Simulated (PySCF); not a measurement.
C₅H₉O, SMILES C[CH]CC(C)=O, multiplicity 2. The structure is a stationary point at B3LYP-D3(BJ)/def2-SVP. The isomer is the one that the SMILES or the coordinates give; other isomers of the formula were not compared. Other conformers were not sampled.

Computed equilibrium geometry at B3LYP-D3(BJ)/def2-SVP (PySCF confirms it by a frequency run) as Cartesian coordinates in Å (one conformer of several):
```xyz
15

C      2.1641     0.8670    -0.4417
C      1.4638    -0.2861     0.1881
C      0.2212    -0.1438     1.0061
C     -1.0192    -0.3466     0.1140
C     -1.4627     0.8521    -0.7008
O     -1.5802    -1.4158     0.0523
H      3.2443     0.6730    -0.5534
H      1.7907     1.0871    -1.4652
H      2.0392     1.7925     0.1454
H      1.7325    -1.2989    -0.1301
H      0.1792     0.8532     1.4779
H      0.1698    -0.9197     1.7861
H     -2.2471     0.5545    -1.4089
H     -0.6138     1.3001    -1.2403
H     -1.8566     1.6293    -0.0238
```
Charge 0, spin multiplicity 2.
